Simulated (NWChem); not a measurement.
# Total energies of ditellurium (Te₂)

```xyz
2

Te     0.0000     0.0000     1.2818
Te     0.0000     0.0000    -1.2818
```
Charge 0, spin multiplicity 3.

All runs are NWChem calculations. All single points use one geometry, from UPBE0/def2-SVP with def2 effective core potentials on Te, a minimum by its harmonic frequencies.

Basis set: def2-SVP (52 functions).

| method | total energy (Ha) |
|---|---|
| UHF | -534.02275 |
| UMP2 | -534.23994 |
| UB2PLYP | -535.50074 |
| UPBE | -536.05007 |
| UB3LYP | -536.23621 |
| UPBE0 | -536.08105 |

Total energies of different functionals aren't comparable as a measure of quality: only differences taken within one method are. 

Effective core potentials replace the inner electrons of Te; spin-orbit coupling is left out. The correlated methods keep 8 core orbitals frozen. B3LYP has NWChem's definition, with VWN1-RPA local correlation. The unpaired electrons of the parent sit in orbitals of symmetry b2g and b3g (D2h labels of the run); other states weren't searched. No SCF solution was tested for a lower state. Open-shell Hartree-Fock references start from PBE0 orbitals.
